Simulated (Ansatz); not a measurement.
`BC(=O)OC` at its PBE0-D4/def2-TZVP geometry, where that method's forces vanish. Total charge 0; spin multiplicity 1.

```xyz
10

B    -1.0704   -1.4790   -1.0053
C    -0.3683   -0.2108   -0.4350
O    -0.6216    0.7886   -1.0741
O     0.4161   -0.2415    0.6334
C     0.9816    1.0139    1.0238
H    -2.1806   -1.7312   -0.6548
H    -0.5361   -2.0926   -1.8755
H     0.1941    1.7282    1.2657
H     1.5885    0.8029    1.9006
H     1.5968    1.4215    0.2211
```

(1) What forces (eV/Å) does ωB97M-V/def2-TZVPP give on these atoms in Ansatz 0.2.0? (Estimate.)

## Answers

(1) Ansatz gave: 
```
B1  -0.149 -0.226 -0.134
C2  -0.109 -0.004 -0.145
O3   0.019  0.093 -0.001
O4   0.064 -0.173  0.136
C5   0.110  0.251  0.076
H6   0.172  0.039 -0.039
H7  -0.069  0.091  0.140
H8   0.069 -0.062 -0.023
H9  -0.053  0.026 -0.079
H10 -0.055 -0.035  0.069
```
